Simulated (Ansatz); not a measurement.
`FCCOC(F)(F)F`: the same geometry under several functionals.

```yaml
crystal:
  periodic: [false, false, false]
  atoms:
    - {symbol: F, position_ang: [-2.406821, 1.275016, -0.084434]}
    - {symbol: C, position_ang: [-1.134548, 0.983520, -0.527158]}
    - {symbol: C, position_ang: [-0.736248, -0.360429, 0.042031]}
    - {symbol: O, position_ang: [0.522801, -0.751429, -0.511685]}
    - {symbol: C, position_ang: [1.585509, -0.635409, 0.290320]}
    - {symbol: F, position_ang: [2.662415, -0.971562, -0.396309]}
    - {symbol: F, position_ang: [1.750255, 0.615157, 0.752305]}
    - {symbol: F, position_ang: [1.505961, -1.427380, 1.367666]}
    - {symbol: H, position_ang: [-0.457772, 1.773225, -0.192690]}
    - {symbol: H, position_ang: [-1.141455, 0.948961, -1.619849]}
    - {symbol: H, position_ang: [-0.691972, -0.326967, 1.132202]}
    - {symbol: H, position_ang: [-1.458116, -1.122714, -0.252398]}
basis:
  gaussian: {orbitals: def2-TZVPP}
hamiltonian: {xc: {name: B2PLYP}}
```

```sh
$ ansatz run in.yaml --threads 2 --pin off --events-out ev --progress --plain --max-ram 22528MiB --backend cuda --devices 0, --max-vram 18GiB
```

Shortened log:

```
Functional definition: B2PLYP
1946 factors; integrals over basis functions are off by at most 9.9e-4 eV
mean field evaluation 1: about -16068.0443 eV, gradient 5.6e1 eV
mean field evaluation 2: about -16068.2309 eV, gradient 5.6e1 eV
mean field evaluation 4: about -16072.9905 eV, gradient 3.6e0 eV
mean field evaluation 8: about -16073.0241 eV, gradient 1.4e-1 eV
mean field evaluation 16: about -16073.0242 eV, gradient 6.6e-5 eV
mean field -16073.02415756 eV, -590.6727431032 hartree, gradient 5.1e-6 eV, S^2 0.000000; 0 other end points of the search recorded, 0 dependent functions left out
8 core orbitals not correlated: weight in the atoms' cores, before any rotation towards them, 1.000 or more for the frozen orbitals, at most 0.000 for the correlated occupied ones
reference -16073.02430259 eV, -590.6727484330 hartree; 25, 25 occupied and 271, 271 virtual orbitals, 1946 factors
second order -55.41360926 eV of doubles, -0.00000000 eV of singles
Total energy: -16087.98597709 eV, -591.2225798295 hartree
```

Hardware: 2 threads of an AMD EPYC 7R13 on a shared host and a share of an NVIDIA H100 80 GB. Wall time 4.2 s, peak host memory 1.4 GiB.

With the line `hamiltonian: {xc: {name: wB97M-V}}` and forces (abridged; 7 s):

```
Functional definition: wB97M-V
mean field evaluation 16: about -16093.5099 eV, gradient 7.5e-4 eV
mean field -16093.50985500 eV, -591.4255785986 hartree, gradient 8.7e-5 eV, S^2 0.000000
Total energy: -16093.50989410 eV, -591.4255800353 hartree
Atom 0 force    -0.234439     0.038561     0.091259 eV/Å
Atom 1 force     0.289768     0.103404    -0.196663 eV/Å
Atom 2 force    -0.226761    -0.101417     0.190953 eV/Å
Atom 3 force    -0.003130    -0.057341    -0.215813 eV/Å
Atom 4 force    -0.012420    -0.004603    -0.011955 eV/Å
Atom 5 force     0.211569    -0.059090    -0.116610 eV/Å
Atom 6 force    -0.003719     0.209231     0.067413 eV/Å
Atom 7 force    -0.032324    -0.130488     0.173133 eV/Å
Atom 8 force    -0.053269    -0.074383    -0.029455 eV/Å
Atom 9 force     0.006711    -0.001810     0.101682 eV/Å
Atom 10 force     0.001063     0.002420    -0.084269 eV/Å
Atom 11 force     0.056953     0.075516     0.030326 eV/Å
Dipole moment:    -0.139641     0.003430    -0.073795 e Å
```

Changing it to `hamiltonian: {xc: r2scan, dispersion: d4}` and forces (abridged; 3.6 s):

```
Functional definition: r2SCAN
mean field evaluation 16: about -16090.6507 eV, gradient 8.1e-4 eV
mean field -16090.65070516 eV, -591.3205067800 hartree, gradient 5.7e-5 eV, S^2 0.000000
Total energy: -16090.70846811 eV, -591.3226295290 hartree
Atom 0 force    -0.322884     0.057060     0.122995 eV/Å
Atom 1 force     0.317867     0.034557    -0.168297 eV/Å
Atom 2 force    -0.285517    -0.012901     0.198562 eV/Å
Atom 3 force     0.060567    -0.127510    -0.359612 eV/Å
Atom 4 force    -0.096562    -0.008285    -0.079505 eV/Å
Atom 5 force     0.298247    -0.098197    -0.200834 eV/Å
Atom 6 force     0.038405     0.394328     0.149978 eV/Å
Atom 7 force    -0.027931    -0.246114     0.336578 eV/Å
Atom 8 force     0.006526     0.003194     0.000157 eV/Å
Atom 9 force     0.001130    -0.001519    -0.006293 eV/Å
Atom 10 force     0.012075     0.000798     0.006443 eV/Å
Atom 11 force    -0.001923     0.004590    -0.000172 eV/Å
Dipole moment:    -0.139839     0.002625    -0.075298 e Å
```
